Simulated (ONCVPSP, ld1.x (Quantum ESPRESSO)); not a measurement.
**Potentials for silicon compared**

Generated with ld1.x 7.5 (TM, RRKJ, ultrasoft, PAW), atompaw 4.2 or ONCVPSP 4.0.1. The cutoff is in Ry: for ld1.x and atompaw files where the sum of valence levels is converged to 10 mRy in a Bessel basis, for ONCV files where the hardest occupied wave has 1 mHa per electron of residual kinetic energy. The error is the largest all-electron minus pseudo excitation energy over each file’s own four to seven test configurations (ionisations up to +4, promotions, holes and added fractions of an electron), all of which were solved. The labels leave out finer settings (local radius, basis sizes, second energies), which also bear on the numbers. Spin-polarised tests are not counted. The rows are a selection from randomly drawn settings: files with unsolved tests, undetermined cutoffs or missed reference levels are left out.

| potential | cutoff (Ry) | largest error (meV) | bound ghosts |
| --- | --- | --- | --- |
| ONCV, PBEsol, scalar-relativistic, rc 1.65/1.60 (sp), local smoothed, core correction no, reference 3s2 3p1, qcut 3.1/5.4, projectors 2/2 | 46 | +54 | none |
| ONCV, PBE, non-relativistic, rc 0.80/1.00 (sp), local smoothed, core correction no, reference 2s2 2p6 3s1.5 3p2.5, qcut 13.1/16.2, projectors 2/2 | 183 | -265 | none |
| ONCV, PBE, scalar-relativistic, rc 1.70/2.15 (sp), local smoothed, core correction yes, reference 3s1 3p3, qcut 3.9/3.2, projectors 1/1 | 15 | +16 | none |
| ONCV, PBE, scalar-relativistic, rc 1.90/1.55/1.55 (spd), local p, core correction yes, reference 3s2, qcut 3.7/5.2/6.3, projectors 1/0/3 | 25 | +335 | none |
| ONCV, PBE, scalar-relativistic, rc 0.95/1.10/1.05 (spd), local smoothed, core correction no, reference 2s2 2p6 3s2 3p2, qcut 10.6/10.3/10.2, projectors 2/2/2 | 116 | +3.5 | none |
| TM, PBE, fully relativistic, rc 1.25/1.45/1.40 (spd), local s, core correction yes, reference 3s2 3p1.5 | 50 | +17 | none |
| ONCV, PBE, scalar-relativistic, rc 1.05/0.85 (sp), local smoothed, core correction yes, reference 2s2 2p6 3s1.5 3p2.5, qcut 9/19.6, projectors 2/2 | 257 | +3.3 | none |

Fill in the row for Si: RRKJ, PBEsol, fully relativistic, rc 1.95/1.50 (sp), local smoothed, core correction yes, reference 3s2 3p2.

cutoff 35 Ry, largest error +61 meV, bound ghosts: none.
